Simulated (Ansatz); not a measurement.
Bond stretch in SMILES [GeH3][GeH3]. The Ge1–Ge5 bond (Ge1 also carries H, H, H; Ge5 carries H, H, H) is stretched with both fragments frozen at the PBE0/def2-TZVP optimised geometry.

Levels: UHF/cc-pVTZ (Ansatz, a first-principles code); UMP2 = MP2 on UHF/cc-pVTZ, cores with 3d frozen (Ansatz); RCCSD(T) = CCSD(T) on RHF/cc-pVTZ, cores with 3d frozen (Ansatz).

Energies are in mEh, each relative to the lowest point of its own curve near equilibrium.

```tsv
R / Å	UHF	UMP2	RCCSD(T)
1.80	194.9	186.1	187.4
1.90	121.2	114.7	115.8
2.05	52.8	48.9	49.7
2.16	24.4	22.0	22.6
2.28	7.5	6.3	6.6
2.39	0.9	0.5	0.6
2.42	0.2	0.0	0.0
2.49	0.0	0.2	0.0
2.54	0.9	1.3	1.0
2.65	5.3	6.0	5.4
2.77	12.8	13.6	12.5
3.01	32.4	32.9	30.6
3.27	55.0	61.6	51.2
3.69	73.0	—	79.4
4.00	78.0	—	94.0
4.40	80.6	—	—
4.78	81.5	—	—
5.33	81.9	—	—
5.97	82.0	—	—
6.47	82.0	—	—
7.22	82.0	—	—
8.39	82.0	—	—
```

A dash means that the run gave no value there, or that the column was ended at a point which the program doubted or which failed a test of continuity chosen for this set; such a test can also cut sound points.

The unrestricted determinant behind UHF, UMP2 is spin-contaminated at 3.27 to 8.39 Å (<S²> up to 1.0, against 0.00 for a pure singlet).
